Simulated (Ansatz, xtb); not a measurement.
## Relative energy of two isomers of C5H5N2S+

Structure I is `C#Cc1snc[n+]1C`, a singlet and structure II is `C[n+]1csc(C#N)c1`, a singlet. Both are isolated ions in the gas phase, relaxed with PBE0-D3(BJ)/def2-SVP.

**Question.** Estimate E(II) − E(I) at the level CCSD(T)/def2-SVP + ΔMP2/def2-TZVPP.

**Answer.** Calculated at CCSD(T)/def2-SVP + ΔMP2/def2-TZVPP: E(II) − E(I) = −28.8 kcal/mol, so structure II lies lower.

How the difference moves with the method:

```
                             level              geometry  E(II) − E(I) (kcal/mol)  departure from the last row (kcal/mol)  job, with rough time for the two
                          GFN2-xTB              GFN2-xTB                      −6.3                                   +22.5              optimisation, 0.32 s
                         HF/STO-3G              GFN2-xTB                     −45.0                                   −16.2              single point, 0.64 s
                r2SCAN-D4/def2-SVP              GFN2-xTB                     −29.2                                    −0.4               single point, 6.6 s
              PBE0-D3(BJ)/def2-SVP  PBE0-D3(BJ)/def2-SVP                     −30.3                                    −1.5                optimisation, 70 s
                       HF/def2-SVP  PBE0-D3(BJ)/def2-SVP                     −34.8                                    −6.0           part of the CCSD(T) run
                      MP2/def2-SVP  PBE0-D3(BJ)/def2-SVP                     −35.2                                    −6.4           part of the CCSD(T) run
                  CCSD(T)/def2-SVP  PBE0-D3(BJ)/def2-SVP                     −34.4                                    −5.6                      single point
CCSD(T)/def2-SVP + ΔMP2/def2-TZVPP  PBE0-D3(BJ)/def2-SVP                     −28.8                                                       single point, 2 min
```

As drawn, II has 1 C∷S, 1 C≡N, 1 C∷C in place of 1 C≡C, 1 N∷S, 1 C∷N (∷ is an aromatic bond).

None of the levels shown reverses the order. The largest departure from CCSD(T)/def2-SVP + ΔMP2/def2-TZVPP is that of GFN2-xTB, 22.5 kcal/mol. The last row adds to CCSD(T) the change of the MP2 difference between the two basis sets, here +5.6 kcal/mol, a large step that makes the value less sure.

With thermal terms from frequencies at re-optimised GFN2-xTB minima (ideal gas, soft modes damped towards free rotors, one conformer each, 298.15 K, 1 atm): on the last row, ΔE + ΔZPE = −27.9, ΔH = −28.1, ΔG = −27.8 kcal/mol.

The correlated steps freeze 12 core orbitals. Programs: Ansatz 0.2.0, xtb 6.7.1; the last row on 4 threads of Arm Neoverse N1 on a shared host.
